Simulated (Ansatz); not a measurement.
`C#CO[SiH2]F` + H₂ → `F[SiH3]` + `C#CO` at 700 K and 1 bar (hydrogenolysis of the Si–O bond).

Isolated molecules relaxed with PBE0-D4/def2-TZVP in Ansatz; ΔE leaves out vibrations. CCSD(T)/CBS is the MP2 limit (def2-TZVPP, def2-QZVPP) plus CCSD(T) − MP2 in def2-TZVPP, frozen cores. This one scheme is used for every species. One conformer a species, not always the lowest.

```json
{"species": "`C#CO[SiH2]F`", "CCSD(T)/CBS energy (Eh)": "-541.96553", "H − E (kJ/mol)": "181.0", "S (J/(mol·K))": "430.1"}
{"species": "H₂", "CCSD(T)/CBS energy (Eh)": "-1.17544", "H − E (kJ/mol)": "46.8", "S (J/(mol·K))": "155.3"}
{"species": "`F[SiH3]`", "CCSD(T)/CBS energy (Eh)": "-390.72345", "H − E (kJ/mol)": "108.4", "S (J/(mol·K))": "291.4"}
{"species": "`C#CO`", "CCSD(T)/CBS energy (Eh)": "-152.38380", "H − E (kJ/mol)": "123.4", "S (J/(mol·K))": "303.4"}
```

H − E and S are ideal-gas, rigid-rotor, harmonic terms from PBE0-D4/def2-TZVP, for one conformer and one mirror image of each species. The MP2-based limit puts H₂ 0.8 mEh under its directly extrapolated value; such offsets cancel only in part. 1 Eh = 2625.50 kJ/mol, R = 8.31446 J/(mol·K).

By hand: ΔE, ΔH, ΔS and ΔG.

ΔE = (-390.72345) + (-152.38380) − (-541.96553) − (-1.17544) = 0.03372 Eh = 88.5 kJ/mol. Δ(H − E) = 108.4 + 123.4 − 181.0 − 46.8 = 4.0, so ΔH = 92.5 kJ/mol. ΔS = 291.4 + 303.4 − 430.1 − 155.3 = 9.4 J/(mol·K). ΔG = 92.5 − 700 × (9.4)/1000 = 85.9 kJ/mol.

By hand: the equilibrium constant, and the temperature at which ΔG would vanish if ΔH and ΔS stayed fixed.

log₁₀ K = −ΔG/(RT ln 10) = -6.4. ΔG = 0 at ΔH/ΔS = 9840 K, far beyond where these terms or the molecules hold.

The number of gas molecules stays the same, so ΔS is small and ΔH decides. A doubt of 5 kJ/mol in ΔE shifts log₁₀ K by 0.4 here. Other conformers and mirror images would add mixing entropy, several J/(mol·K) or more a flexible species. Modes under 60 cm⁻¹, often nearly free rotors, make the harmonic entropy too high. These are equilibria of isolated gas molecules and say nothing of rates. Largest T1 diagnostic: 0.013 (customary marks: 0.02 for closed shells, 0.045 for open ones).
